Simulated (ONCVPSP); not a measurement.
# Scattering properties, ONCV potential for molybdenum

```
Element                 : Mo
Generator               : ONCVPSP 4.0.1
Type                    : optimised norm-conserving Vanderbilt (ONCV)
Functional              : LDA (Perdew-Wang 92)
Relativity              : scalar-relativistic
Frozen core             : [Ar] 3d10
Valence charge          : 14
Reference configuration : 4s2 4p6 4d5 5p1
Partial waves           : 4s: rc 1.65 bohr, ncon 3, nbas 6, qcut 8.8 1/bohr, 2 projectors, debl 0.8 Ha; 4p+5p: rc 1.90 bohr, ncon 4, nbas 9, qcut 6.5 1/bohr, 3 projectors, debl 3.9 Ha; 4d: rc 2.00 bohr, ncon 5, nbas 10, qcut 9.3 1/bohr, 2 projectors, debl 1.4 Ha; f scattering state at 0.1 Ha: rc 1.60 bohr, ncon 4, nbas 7, qcut 7.3 1/bohr, 2 projectors, debl 1.9 Ha
Local potential         : polynomial inside 1.10 bohr (lpopt 3, dvloc0 1 Ha)
Core correction         : none
```

In the s channel the program set the typed energies aside and used -2.417, 0.250 Ha.

The phase is arctan(r·R′/R) of the radial function R(r), unwrapped; energies in Ha, scanned from -4 to 5 Ha. A pole is an energy at which the radial function vanishes at the test radius. The pseudo phase is shifted by a multiple of π to meet the all-electron one at the reference energy, and phase errors are pseudo minus all-electron; the curves can meet again beyond the range given. Levels narrower than the energy grid can be missing from the lists of poles.

Q: For each channel, where are the poles, and over which energies does the pseudopotential scatter like the atom?

A:

```tsv
channel	radius (bohr)	reference energy (Ha)	poles, all-electron	poles, pseudo	unbroken range about the reference energy with phases within 0.05 rad	phase error 1 Ha above the reference energy (rad)
s	1.68	-2.42	-1.81	-1.81	the whole range	-0.000
p	1.93	-0.07	-1.06	-1.06	the whole range	+0.000
d	2.03	-0.19	0.56	0.56	the whole range	-0.000
f	1.62	0.10	3.52	3.52	the whole range	+0.000
```

Phases in the s channel:

```json
{"E (Ha)": "-3.98", "all-electron": "1.052", "pseudo": "1.052"}
{"E (Ha)": "-3.50", "all-electron": "0.776", "pseudo": "0.776"}
{"E (Ha)": "-3.02", "all-electron": "-0.197", "pseudo": "-0.197"}
{"E (Ha)": "-2.54", "all-electron": "-1.200", "pseudo": "-1.200"}
{"E (Ha)": "-2.06", "all-electron": "-1.493", "pseudo": "-1.493"}
{"E (Ha)": "-1.58", "all-electron": "-1.623", "pseudo": "-1.623"}
{"E (Ha)": "-1.10", "all-electron": "-1.710", "pseudo": "-1.710"}
{"E (Ha)": "-0.62", "all-electron": "-1.786", "pseudo": "-1.786"}
{"E (Ha)": "-0.14", "all-electron": "-1.871", "pseudo": "-1.871"}
{"E (Ha)": "0.34", "all-electron": "-1.983", "pseudo": "-1.983"}
{"E (Ha)": "0.82", "all-electron": "-2.163", "pseudo": "-2.163"}
{"E (Ha)": "1.30", "all-electron": "-2.505", "pseudo": "-2.505"}
{"E (Ha)": "1.78", "all-electron": "-3.147", "pseudo": "-3.150"}
{"E (Ha)": "2.26", "all-electron": "-3.808", "pseudo": "-3.812"}
{"E (Ha)": "2.74", "all-electron": "-4.165", "pseudo": "-4.168"}
{"E (Ha)": "3.22", "all-electron": "-4.346", "pseudo": "-4.349"}
{"E (Ha)": "3.70", "all-electron": "-4.451", "pseudo": "-4.454"}
{"E (Ha)": "4.18", "all-electron": "-4.519", "pseudo": "-4.523"}
{"E (Ha)": "4.66", "all-electron": "-4.568", "pseudo": "-4.572"}
```
